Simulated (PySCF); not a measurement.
## Nb⁺: excitation energy

Nb⁺ [Kr] 4d4 (5D) → Nb⁺ [Kr] 4d3 5s1 (5F), as a difference of total energies. Computed with PySCF 2.14 in aug-cc-pwCVTZ-PP with ECP28MDF, with a scalar-relativistic core potential. Correlated levels: valence: 4s2 4p6 frozen; valence and next inner shell: nothing frozen outside the core potential. The calculations carry no spin-orbit coupling.

```csv
method,excitation energy (eV),error (eV)
UHF,0.049,-0.277
LDA,0.197,-0.129
PBE,0.212,-0.114
PBE0,0.309,-0.017
PBEsol,0.240,-0.086
PW91,0.204,-0.122
LC-wPBE,0.473,+0.147
MP2 (valence),0.257,-0.069
SCS-MP2 (valence),0.118,-0.208
MP2 (valence and next inner shell),0.276,-0.050
SCS-MP2 (valence and next inner shell),0.182,-0.144
```

Reference: 0.326 eV (measured; NIST levels, between the centres of gravity of the two terms).

Errors of the correlated levels include the incompleteness of this basis and the frozen core.
